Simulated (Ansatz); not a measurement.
Gas-phase electronic energies from Ansatz, PBE0-D4/def2-TZVP geometries. CBS: MP2 limit from def2 TZ/QZ plus the TZ coupled-cluster correction, frozen cores. This one scheme is used for every species. Functionals use def2-TZVPP. B3LYP here is the variant with VWN-RPA as its local correlation; programs differ in this. def2 core potentials past Kr. For Br, Sn outer-core shells are correlated without core-valence functions, which leaves a few kJ/mol of doubt a bond. Scalar relativity is left out up to krypton.

Reaction (ligand exchange at the Sn–Cl bond): `[Cl][SnH]([Cl])[Br]` + H–F → `[F][SnH]([Cl])[Br]` + HCl

```tsv
level	ΔE (eV)
LDA (SPW92)	0.34
revPBE-D4	0.33
B3LYP-D4	0.33
r2SCANh-D4	0.33
ωB97M-V	0.33
BLYP	0.20
BHLYP	0.32
RPA@PBE/def2-TZVPP	0.30
```

(1) What does CCSD(T)/CBS give? (An estimate is asked.)

Largest T1 diagnostic among the species: 0.011.

Answers

(1) The calculation gave: +0.39 eV. The listed levels differ from it by -0.05, -0.06, -0.06, -0.06, -0.06, -0.19, -0.07, -0.09 eV.

The D4 term adds +0.06 eV with B3LYP and +0.03 eV with PBE0; it sums over pairs of atoms, weighted by their polarisabilities, and B3LYP, whose exchange is more repulsive, gets the larger term. From BLYP to BHLYP (50 % exact exchange), in def2-TZVPP and without D4, ΔE moves by +0.12 eV. At CCSD(T), def2-SVP lies −0.10 eV from the extrapolated value and def2-TZVPP −0.03 eV.
